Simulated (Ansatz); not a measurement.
Geometry optimisation, RKS PBE/STO-3G (Ansatz).

input.yaml

```yaml
crystal:
  periodic: [false, false, false]
  atoms:
    - { symbol: "N", position_ang: [1.1177, -0.8823, 1.5354] }
    - { symbol: Si, position_ang: [0.7309, -0.2249, -0.0392] }
    - { symbol: F, position_ang: [2.0938, -0.2849, -0.8473] }
    - { symbol: Si, position_ang: [-0.83, -1.4008, -1.2036] }
    - { symbol: C, position_ang: [0.1758, 1.5677, 0.0286] }
    - { symbol: O, position_ang: [-0.9903, 1.8686, 0.8381] }
    - { symbol: H, position_ang: [1.3701, -1.8116, 1.4603] }
    - { symbol: H, position_ang: [0.2617, -0.7848, 2.0817] }
    - { symbol: H, position_ang: [-2.1729, -1.4307, -0.3857] }
    - { symbol: H, position_ang: [-1.162, -0.8048, -2.5122] }
    - { symbol: H, position_ang: [-0.4776, -2.8229, -1.37] }
    - { symbol: H, position_ang: [1.0149, 2.1767, 0.4779] }
    - { symbol: H, position_ang: [-0.071, 1.9727, -0.9809] }
    - { symbol: H, position_ang: [-1.0742, 2.8328, 0.9459] }
basis:
  gaussian: { orbitals: STO-3G }
hamiltonian:
  xc: pbe
relax:
  f_tol: 0.02
  max_steps: 40
scf:
  lower_state_search: "off"
```

Launched with:

```bash
$ ansatz run input.yaml --threads 1 --pin off --max-ram 2048MiB --backend cpu --events-out ev --progress --plain --runs-dir out
```

Q: Where does it end, and by what steps?

A: The run converged. Limits of this set-up: minimal basis. After 30 steps the energy has fallen by 1.231 eV; H14 moved furthest, 2.08 Å.

```csv
step,energy less start (eV),largest force component (eV/Å),accepted
0,0.0000,5.287,yes
2,-1.0220,0.508,yes
4,-1.0615,0.309,yes
6,-1.0772,0.190,yes
8,-1.0990,0.351,yes
10,-1.0778,2.670,no
12,-1.1556,0.138,yes
14,-1.1710,0.363,yes
16,-1.1809,0.130,yes
18,-1.1836,0.219,yes
20,-1.1871,0.339,yes
22,-1.1966,0.380,yes
24,-1.2096,0.264,yes
26,-1.2262,0.317,yes
28,-1.2303,0.072,yes
30,-1.2309,0.010,yes
```

```xyz
14
Properties=species:S:1:pos:R:3
N 0.677 -0.678 1.603
Si 0.609 -0.264 -0.149
F 2.167 -0.181 -0.706
Si -0.663 -1.596 -1.497
C -0.067 1.551 0.039
O -0.185 1.844 1.508
H -0.062 -1.421 1.797
H 0.212 0.238 1.979
H -2.004 -1.742 -0.947
H -0.800 -1.032 -2.833
H -0.098 -2.930 -1.636
H 0.545 2.325 -0.476
H -1.102 1.634 -0.362
H 0.759 2.223 1.708
```

Whether the end is a true minimum wasn't checked by a vibrational analysis.

The run took 2 min on 1 thread of Arm Neoverse V1, on a shared host, peak memory 0.17 GiB.
